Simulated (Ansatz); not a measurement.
Coupled-cluster diagnostics for Au₂Se⁺ (the lowest doublet isomer of a short search), Ansatz.

Geometry of the doublet (r2SCAN-D4/def2-TZVP):

Cartesian coordinates in Å:
```
Au 0.436 -1.695 -0.409
Au -0.439 1.627 -0.625
Se 0.003 0.068 1.034
```

In the def2 sets Au takes a core potential; there is no spin–orbit coupling. Correlated methods freeze 9 core orbitals; core or outer-core shells of Au, Se are correlated, in sets that lack core-valence functions. The structure comes from a short search, and lower isomers may exist.

Geometry of the charge 1 quartet (r2SCAN-D4/def2-TZVP):

```xyz
3

Au    1.181    0.878   -0.120
Au    0.171   -1.404    0.410
Se   -1.352    0.525   -0.290
```

Question: Estimate the CCSD(T) correlation energy, the shares of MP2 and (T), T1 and the reference's ⟨S²⟩ for: charge 1, doublet, own geometry in def2-TZVP; charge 1, quartet, own geometry in def2-TZVP; and the rough time on 4 threads of Intel Xeon on a shared host.

Answer: 
| state | basis | correlation (eV) | MP2 share (%) | (T) share (%) | T1 | ⟨S²⟩ (pure) | wall time |
| --- | --- | --- | --- | --- | --- | --- | --- |
| charge 1, doublet, own geometry | def2-TZVP | -28.149 | 102.5 | 3.0 | 0.027 | 0.77 (0.75) | 83 s |
| charge 1, quartet, own geometry | def2-TZVP | -28.227 | 102.3 | 3.4 | 0.033 | 3.79 (3.75) | 1.8 min |
Customary marks for T1 are 0.02 (closed shells), 0.045 (open shells) and about 0.05 (3d metals). T1 exceeds 0.02 in 2 of 2 rows and 0.045 in 0; the higher it lies, the less the single-reference result can be trusted.
